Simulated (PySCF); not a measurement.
## P: excitation energy

P [Ne] 3s2 3p3 (4S) → P [Ne] 3s1 3p4 (4P), as a difference of total energies. All numbers are calculated (PySCF 2.14, no relativity, point nucleus, in dyall-acv3z). Correlated levels: valence: [Ne] frozen; virtual orbitals above 40 to 60 times the deepest correlated orbital energy dropped. The calculations carry no spin-orbit coupling.

```csv
method,excitation energy (eV),error (eV)
UHF,7.892,+0.497
MP2 (valence),8.032,+0.637
SCS-MP2 (valence),8.065,+0.670
CCSD (valence),7.569,+0.174
CCSD(T) (valence),7.395,0.000
```

Reference: 7.395 eV (measured; NIST levels, between the centres of gravity of the two terms).

Errors of the correlated levels include the incompleteness of this basis and the frozen core.

The coupled-cluster amplitudes are large for the upper state (T1 above 0.03 or a double amplitude above 0.15), so a single reference is strained.
